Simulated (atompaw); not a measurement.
## Ranking PAW (atompaw) potentials for Sn

All share these settings but for the change named:

Sn, PAW, made with atompaw 4.2.0.5 (LDA (PW92), scalar-relativistic). Core [Kr], reference 4d10 5s2 5p2. Waves: 5s (bound): rc 2.35 bohr; 5s channel at 1.8 Ry: rc 2.35 bohr; 5p (bound): rc 2.10 bohr; 5p channel at 1.2 Ry: rc 2.35 bohr; 4d (bound): rc 1.35 bohr; 4d channel at 2.1 Ry: rc 2.35 bohr. Local part: bessel scheme, radius 1.65 bohr. Core correction: smooth core density matched at 1.80 bohr. Augmentation charge: sinc compensation charge, radius 1.85 bohr; PAW radius 2.35 bohr; waves and projectors: custom rrkj vanderbiltortho.

Cutoff: the first of the cutoffs (Ry, on a coarse ladder) from which the occupation-weighted sum of valence levels, in a spherical-Bessel basis at the reference potential, stays within 10 and 1 mRy of its value at 400 Ry; the density cutoff is not measured.

The base gives 80 Ry.

Of 9 variants that were run, those that failed, showed a ghost or another fault, or gave nearly equal values are left out.

Question: Rank these variants from softest to hardest (loose cutoff).
A. all radii scaled by about 1.29 (s 3.04, p 2.72, d 1.74 bohr); local potential bessel scheme, radius 2.14 bohr; augmentation sinc compensation charge, radius 2.40 bohr; PAW radius 3.04 bohr; waves and projectors: custom rrkj vanderbiltortho; core correction smooth core density matched at 2.34 bohr
B. all radii scaled by about 1.18 (s 2.78, p 2.48, d 1.60 bohr); local potential bessel scheme, radius 1.94 bohr; augmentation sinc compensation charge, radius 2.18 bohr; PAW radius 2.78 bohr; waves and projectors: custom rrkj vanderbiltortho; core correction smooth core density matched at 2.12 bohr
C. all radii scaled by about 0.83 (s 1.94, p 1.74, d 1.12 bohr); local potential bessel scheme, radius 1.36 bohr; augmentation sinc compensation charge, radius 1.52 bohr; PAW radius 1.94 bohr; waves and projectors: custom rrkj vanderbiltortho; core correction smooth core density matched at 1.48 bohr

Answer: A (45 Ry), B (55 Ry), C (100 Ry).
